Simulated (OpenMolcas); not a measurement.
# C2H7NSi (SMILES NC1C[SiH2]1): the HOMO–LUMO gap, rung by rung

C2H7NSi: 11 atoms, total charge 0, spin state singlet. As SMILES, `NC1C[SiH2]1`. The coordinates come from a PBE0-D4/def2-TZVP relaxation. This is one conformer, not always the lowest.

Each level gives the HOMO–LUMO gap (eV). The values are calculated.

```json
{"level": "BLYP/def2-SVP", "kind": "GGA", "program": "OpenMolcas", "value (eV)": "4.86"}
{"level": "PBE/def2-SVP", "kind": "GGA", "program": "OpenMolcas", "value (eV)": "4.86"}
{"level": "revPBE/def2-SVP", "kind": "GGA", "program": "OpenMolcas", "value (eV)": "4.90"}
{"level": "M06-L/def2-SVP", "kind": "meta-GGA", "program": "OpenMolcas", "value (eV)": "5.42"}
{"level": "B3LYP/def2-SVP", "kind": "global hybrid", "program": "OpenMolcas", "value (eV)": "6.60"}
{"level": "BHLYP/def2-SVP", "kind": "global hybrid", "program": "OpenMolcas", "value (eV)": "9.11"}
{"level": "M06-2X/def2-SVP", "kind": "hybrid meta-GGA", "program": "OpenMolcas", "value (eV)": "8.97"}
{"level": "B2PLYP/def2-SVP", "kind": "double hybrid", "program": "OpenMolcas", "value (eV)": "9.34"}
```

The values span 4.86 to 9.34 eV. Orbital gaps aren't excitation energies, and those of double hybrids come from the SCF part alone; they tend to grow with the share of exact exchange.
